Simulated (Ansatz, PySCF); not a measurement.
A series of substituents X on one scaffold: silaethenyl-X. All species are isolated molecules in the gas phase. One relaxed conformer stands for each flexible species; it need not be the lowest. Strings in code marks are SMILES.

Quantity: vertical ionisation energy (energy after one electron is removed minus that of the parent at the parent's geometry), in eV. The restricted reference of `C=[SiH]CC`, `C=[SiH]Cl`, `C=[SiH][SiH3]`, `C=C[SiH]=C`, `C=[SiH][SeH]`, `[C-]#[N+][SiH]=C` and `C=[SiH]CF` is unstable towards unrestricted orbitals.

Level 1: frozen-core CCSD(T)/def2-TZVPP // PBE0-D3(BJ)/def2-TZVP (Ansatz, an electronic-structure program)
Level 2: frozen-core MP2/def2-TZVPP // PBE0-D3(BJ)/def2-TZVP (Ansatz)
Level 3: PBE/6-31G* // PBE0-D3(BJ)/def2-TZVP (PySCF)
Level 4: minus the HOMO energy of HF/3-21G // PBE0-D3(BJ)/def2-TZVP (PySCF)

```csv
species,level 2,level 3,level 4
`C=[SiH][SiH3]`,8.67,8.52,8.54
`C=[SiH]CC` (C–Si–C–C torsion 1°),8.34,8.18,8.18
`C=[SiH][SeH]` (C–Si–Se–H torsion 0°),8.33,8.01,8.33
`C=[SiH]Cl`,8.81,8.73,9.03
`C=[SiH]OC` (C–Si–O–C torsion 0°),8.28,8.02,8.25
`C=C[SiH]=C` (C–C–Si–C torsion 15°),8.30,8.02,8.04
`C=[SiH]N`,7.88,7.54,7.65
`[C-]#[N+][SiH]=C`,9.23,9.05,8.88
`C=[SiH]O[SiH3]` (C–Si–O–Si torsion 1°),8.38,8.16,8.32
`C=[SiH]CF` (C–Si–C–F torsion 128°),8.83,8.64,8.68
`C=[SiH]S` (C–Si–S–H torsion 1°),8.38,8.18,8.58
`C=[SiH]F`,8.92,8.76,8.80
```

Question: What does level 1 give for each, and how far do the other levels lie from it on average?

Answer: 
- `C=[SiH][SiH3]`: 8.66
- `C=[SiH]CC` (C–Si–C–C torsion 1°): 8.33
- `C=[SiH][SeH]` (C–Si–Se–H torsion 0°): 8.25
- `C=[SiH]Cl`: 8.79
- `C=[SiH]OC` (C–Si–O–C torsion 0°): 8.26
- `C=C[SiH]=C` (C–C–Si–C torsion 15°): 8.25
- `C=[SiH]N`: 7.84
- `[C-]#[N+][SiH]=C`: 9.19
- `C=[SiH]O[SiH3]` (C–Si–O–Si torsion 1°): 8.37
- `C=[SiH]CF` (C–Si–C–F torsion 128°): 8.84
- `C=[SiH]S` (C–Si–S–H torsion 1°): 8.33
- `C=[SiH]F`: 8.94
Mean absolute difference from level 1, which has limits of its own, over these rows (drawn at random from the members that have all these levels): level 2 0.028 eV, level 3 0.186 eV, level 4 0.161 eV.
